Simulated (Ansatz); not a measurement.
Relaxation of Cl2GeH2 (5 atoms, charge 0, multiplicity 1), to a largest force component of 0.03 eV/Å in at most 50 steps.

Level of theory: RKS PBE/def2-mTZVP (Ansatz).

```xyz
5
Properties=species:S:1:pos:R:3
Ge 0.234 0.020 0.010
Cl 0.873 -0.029 2.108
H 1.721 -0.046 -0.359
H -0.630 1.257 -0.298
Cl -0.884 -1.749 -0.531
```

Task: Where does it end, and by what steps?

Result: It converged. After 4 steps the energy has fallen by 0.255 eV; H3 moved furthest, 0.28 Å.

```
step  energy less start (eV)  largest force component (eV/Å)  accepted
   0                  0.0000                           0.974       yes
   1                 -0.2211                           0.449       yes
   2                 -0.2530                           0.154       yes
   3                 -0.2549                           0.088       yes
   4                 -0.2554                           0.001       yes
```

```xyz
5
Properties=species:S:1:pos:R:3
Ge 0.318 0.018 0.074
Cl 0.680 -0.025 2.213
H 1.682 -0.051 -0.639
H -0.548 1.256 -0.234
Cl -0.816 -1.745 -0.484
```

Whether the end is a true minimum wasn't checked by a vibrational analysis.

The run took 6.2 s on 2 threads of Arm Neoverse V1 (shared host), peak memory 0.15 GiB.
